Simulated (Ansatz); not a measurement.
The multiplicity is imposed and other spin states were not computed.

Cartesian coordinates (Å):
```xyz
7

Ag     0.0054    -0.0138    -0.0018
N      0.7873    -2.0093    -0.2614
H      1.5407    -2.0410    -0.9514
H      0.0709    -2.6654    -0.5790
H      1.1689    -2.3895     0.6072
C     -0.7152     1.8251     0.2375
N     -1.1389     2.9064     0.3781
```
Charge 0, multiplicity 1.

These are frozen-core CCSD(T)/def2-TZVPP // r2SCAN-D4/def2-SVP (Ansatz, an electronic-structure program) values and carry that method's errors.

```
Quantity                        Value
----------------------  -------------
HF energy               -294.70916 Ha
MP2 correlation energy    -1.26732 Ha
```

Q: Estimate the CCSD correlation energy, the (T) correction, the total energy and the T1 diagnostic.

A: 
The CCSD correlation energy is -1.23561 Ha and the (T) correction is -0.04981 Ha. The CCSD(T) total energy is -295.99459 Ha and the T1 diagnostic is 0.016.
